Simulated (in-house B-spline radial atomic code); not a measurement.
## RPA and G0W0 on Hartree-Fock: Tc¹⁰⁺

Configuration [Ar] 3d10 4s2 4p3, highest spin, mean-field start Hartree-Fock. Computed with a B-spline radial code for spherical atoms: all electrons, non-relativistic, point nucleus, each spin shell either full or empty, empty states to l = 9 with an (l + 1/2)⁻⁴ tail; G0W0 by contour deformation at full frequency.

Without relativity these are model numbers: it shifts the levels of so heavy an element strongly and can reorder them.

Command:
```bash
python run_gw.py task.json out
```
Settings (radii: box in bohr, nucleus in fm):
```
Z                        43
electrons                33
configuration            [Ar] 3d10 4s2 4p3
hamiltonian              nr
method                   hf
lmax                     9
spin_polarised           True
box_radius               6.62
intervals                49
```

Time taken, with all properties: 3.7 s on 1 thread of Arm Neoverse N1, on a shared host.

Energies (hartree):

```json
{"term": "mean-field total", "value": "-4174.78481"}
{"term": "Hartree-Fock functional on these orbitals", "value": "-4174.78481"}
{"term": "direct second order", "value": "-2.5573"}
{"term": "second-order exchange", "value": "0.74943"}
{"term": "SOSEX correction", "value": "0.71238"}
```

Q: What is the RPA correlation energy, and what remains with SOSEX?

A: RPA gives -2.345 hartree (-1.93 eV per electron); RPA + SOSEX gives -1.6327, and the second-order doubles (MP2) -1.8079 hartree. SOSEX takes back 30 % of the RPA value.

Quasi-particle levels (eV):

```tsv
level	occupied	mean field	Σx - vxc	Σc	QP weight	G0W0
4p up	yes	-216.17	0.00	?	?	?
4s down	yes	-234.08	0.00	-3.23	0.980	-237.31
4s up	yes	-250.78	0.00	4.19	0.870	-246.58
3d down	yes	-466.26	0.00	3.59	0.970	-462.67
4p down	no	-187.79	0.00	-2.67	0.979	-190.47
```

G0W0 = mean field + (Σx - vxc) + Σc, with Σc (partial-wave tail included) taken at the quasi-particle energy. Only the outer levels were computed.

Q: Where does G0W0 put 4p up?

A: At -217.00 eV, with Σc = -0.83 eV and a quasi-particle weight of 0.980. The tabulated removal energy is 214 ± 2.4 eV (NIST, tabulated theory); the calculation leaves out relativity, Breit and QED terms, and what these don't explain is the method's own error.
